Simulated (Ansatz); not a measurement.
Isolated molecules relaxed with PBE0-D4/def2-TZVP in Ansatz; ΔE leaves out vibrations. CCSD(T)/CBS adds triple-zeta CCSD(T) − MP2 to the extrapolated MP2 energy (def2 sets, frozen cores). DFT in def2-TZVPP. B3LYP here is the variant with VWN-RPA as its local correlation; programs differ in this. HSE06 is defined as in plane-wave codes. Elements past krypton have def2 core potentials. For Br, In outer-core shells are correlated without core-valence functions, which leaves a few kJ/mol of doubt a bond. Scalar relativity is left out up to krypton. One conformer a species, not always the lowest.

Reaction (redistribution): `[CH3][In]([CH3])[OH]` + `F[SiH](F)Br` → `[CH3][In]([OH])[F]` + `C[SiH](F)Br`

(1) Is it downhill or uphill in electronic energy at CCSD(T)/CBS, and by how much? (An estimate is asked.)

(2) What do these levels give: PBE-D4, BLYP-D4, B3LYP-D4, ωB97X-V, B2PLYP, PBE, BLYP, r2SCAN, PBE0, B3LYP, HSE06, MP2/def2-QZVPP? (Best estimate.)

Largest T1 diagnostic among the species: 0.016.

Results:

(1) The calculation gave: Uphill: ΔE = +53.4 kJ/mol.

(2) Computed: PBE-D4 41.2, BLYP-D4 42.4, B3LYP-D4 47.4, ωB97X-V 45.0, B2PLYP 51.6, PBE 41.7, BLYP 43.5, r2SCAN 47.1, PBE0 46.9, B3LYP 48.2, HSE06 47.0, MP2/def2-QZVPP 58.8 kJ/mol.

From PBE to PBE0 (25 % exact exchange), in def2-TZVPP and without D4, ΔE moves by +5.2 kJ/mol. At CCSD(T), def2-SVP lies −18.7 kJ/mol from the extrapolated value and def2-TZVPP +5.3 kJ/mol.
